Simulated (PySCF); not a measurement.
## From a computed spectrum to the compound

A species of 3 atoms with charge 2 has these harmonic modes (PBE0, small Gaussian bases with core potentials, PySCF 2.14.0):

```
cm⁻¹  km/mol  symmetry
 175     9.1        σ+
 215     0.2         π
 215     0.2         π
2385    16.0        σ+
```

**Question.** Which species is it, and in which structure?

**Answer.** [Sm(CO)]2+ (singlet in the valence; each metal's 4f electrons, 6 of them, lie in its core potential, out of spins and levels):
```xyz
3

Sm    0.0000    0.0000   -0.5462
C     0.0000    0.0000    2.3269
O     0.0000    0.0000    3.4424
```
Ideal gas at 298.15 K and 1 bar: S = 293.1 J/(mol K), Cp = 52.2 J/(mol K), H − H(0 K) = 13.1 kJ/mol (rigid rotor, harmonic modes, spin degeneracy alone, that of the 4f electrons in the core included). An lcecp potential fixes the number of 4f electrons, so in runs with it no electron can move into or out of that shell.
 The answer isn't unique; the calculation gave this one.
